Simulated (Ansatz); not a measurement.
A series at Ge: from `C#[C][GeH]([C]#C)[C]#C`, ligands are replaced one by one, each step taking up H₂ and setting free `C#C`; n counts the steps. Ansatz, PBE0-D4/def2-TZVP geometries.

CBS adds triple-zeta CCSD(T) − MP2 to the MP2 limit, frozen cores; atoms without spin–orbit coupling. Outer-core shells of Ge are correlated without core-valence functions. Scalar relativity is left out up to krypton. Spin–orbit coupling is left out.

| n | molecule | atomization energy, CCSD(T)/CBS (kJ/mol) |
| --- | --- | --- |
| 0 | `C#[C][GeH]([C]#C)[C]#C` | ? |
| 1 | `C#[C][GeH2][C]#C` | 3702.7 |
| 2 | `C#[C][GeH3]` | 2477.7 |
| 3 | GeH₄ | 1251.4 |

Q: By hand: fit a straight line y = ȳ + b (n − n̄) to the 3 given rows and predict n = 0.

A: n̄ = 2.000, ȳ = 2477.27; Σ(n − n̄)(y − ȳ) = -2451.30, Σ(n − n̄)² = 2.000, so b = -1225.65 kJ/mol a step. Prediction: 2477.27 + (-1225.65) × (-2.000) = 4928.6 kJ/mol.

Q: By hand: compare with the computed value, 4926.8 kJ/mol, and give the steps along the whole series.

A: The line misses by -1.8 kJ/mol (computed minus predicted). Steps: -1224.1, -1225.0, -1226.3 kJ/mol.

The steps differ by at most 2.2 kJ/mol, 0.2 % of a mean step, so the ligands' effects nearly add and a line is close. The miss is 0.0 % of the series' range. The energies themselves are unsure by some kJ/mol a bond, though much of that is common to the series.
